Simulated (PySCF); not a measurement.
Species: C₁₁H₁₂.
Bonds: C1–C2 (double), C2–C3, C3–C4 (aromatic), C4–C5 (aromatic), C5–C6 (aromatic), C6–C7 (aromatic), C7–C8, C8–C9 (double), C8–C10, C7–C11 (aromatic), C3–C11 (aromatic). Hydrogens: H12, H13 on C1; H14 on C2; H15 on C4; H16 on C5; H17 on C6; H18, H19 on C9; H20, H21, H22 on C10; H23 on C11.

Structure optimised with GFN2-xTB, isolated species.

**Question.** Give the optimised bond lengths and angles.

**Answer.** 
```
                     bond  length (Å)
                    C1=C2       1.327
                    C2–C3       1.459
                    C3–C4       1.396
                    C4–C5       1.381
                    C5–C6       1.383
                    C6–C7       1.394
                    C7–C8       1.474
                    C8=C9       1.329
                   C8–C10       1.501
                   C7–C11       1.391
                   C3–C11       1.393
                   C1–H12       1.077
                   C1–H13       1.077
                   C2–H14       1.084
                   C4–H15       1.081
                   C5–H16       1.081
                   C6–H17       1.079
                   C9–H18       1.077
                   C9–H19       1.076
C10–H20, C10–H21, C10–H22       1.089
                  C11–H23       1.079
```

Bonds in one row agree within 0.01 Å and their mean is given. A selection of angles:
```
    angle  degrees
 C1–C2–C3    126.7
 C2–C3–C4    119.0
C2–C3–C11    122.7
C4–C3–C11    118.3
 C3–C4–C5    120.5
 C4–C5–C6    120.4
 C5–C6–C7    120.3
 C6–C7–C8    121.2
C6–C7–C11    118.6
C8–C7–C11    120.2
 C7–C8–C9    121.4
C7–C8–C10    117.0
C9–C8–C10    121.6
C3–C11–C7    121.7
```

Torsions: C1–C2–C3–C4 -172° (antiperiplanar); C6–C7–C8–C9 142° (anticlinal). The mirror-image conformer, all signs reversed, is as good.

The 6-membered ring C3–C4–C5–C6–C7–C11 has internal angles of 118.3° to 121.7°; it is planar, 0.00 Å rms from its mean plane, widest ring torsion 1°. Of the pairs four or more bonds apart, H12···H23 is among the closest relative to their van der Waals radii: 2.15 Å, 90 % of the sum of Bondi's values. The 11 C–C bonds span 1.327 Å (C1=C2, drawn double) to 1.501 Å (C8–C10, drawn single), a spread of 0.174 Å.

Point group: C1 (no symmetry element, even within 0.4 Å). No GFN2-xTB frequencies stand behind this structure, so it isn't proved a minimum. The numbers are those of one conformer.

These are computed values.
